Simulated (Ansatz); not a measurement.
`C[O][Ga]([F])[SH]` + HCl → `[F][Ga]([SH])[Cl]` + CH₃OH at 600 K and 1 bar (ligand exchange at a Ga–O bond).

Gas-phase electronic energies from Ansatz, PBE0-D4/def2-TZVP geometries. CCSD(T)/CBS is the MP2 limit (def2-TZVPP, def2-QZVPP) plus CCSD(T) − MP2 in def2-TZVPP, frozen cores. This one scheme is used for every species. For Ga outer-core shells are correlated without core-valence functions, which leaves a few kJ/mol of doubt a bond. Scalar relativity is left out up to krypton. Each species was taken in one conformer, which may not be the lowest.

```tsv
species	CCSD(T)/CBS energy (Eh)	H − E (kJ/mol)	S (J/(mol·K))
`C[O][Ga]([F])[SH]`	-2537.23701	202.3	467.6
HCl	-460.38127	35.4	207.2
`[F][Ga]([SH])[Cl]`	-2882.02312	79.6	402.0
CH₃OH	-115.61712	163.6	277.3
```

H − E and S are ideal-gas, rigid-rotor, harmonic terms from PBE0-D4/def2-TZVP, for one conformer and one mirror image of each species. 1 Eh = 2625.50 kJ/mol, R = 8.31446 J/(mol·K).

Q: By hand: ΔE, ΔH, ΔS and ΔG.

A: ΔE = (-2882.02312) + (-115.61712) − (-2537.23701) − (-460.38127) = -0.02196 Eh = -57.7 kJ/mol. Δ(H − E) = 79.6 + 163.6 − 202.3 − 35.4 = 5.5, so ΔH = -52.2 kJ/mol. ΔS = 402.0 + 277.3 − 467.6 − 207.2 = 4.5 J/(mol·K). ΔG = -52.2 − 600 × (4.5)/1000 = -54.9 kJ/mol.

Q: By hand: the equilibrium constant, and the temperature at which ΔG would vanish if ΔH and ΔS stayed fixed.

A: log₁₀ K = −ΔG/(RT ln 10) = 4.8. ΔH and −TΔS have one sign here, so there is no such temperature. One of them is within its doubt of zero, so this could turn.

The number of gas molecules stays the same, so ΔS is small and ΔH decides. A doubt of 5 kJ/mol in ΔE shifts log₁₀ K by 0.4 here. Other conformers and mirror images would add mixing entropy, several J/(mol·K) or more a flexible species. These are equilibria of isolated gas molecules and say nothing of rates. Largest T1 diagnostic: 0.014 (customary marks: 0.02 for closed shells, 0.045 for open ones).
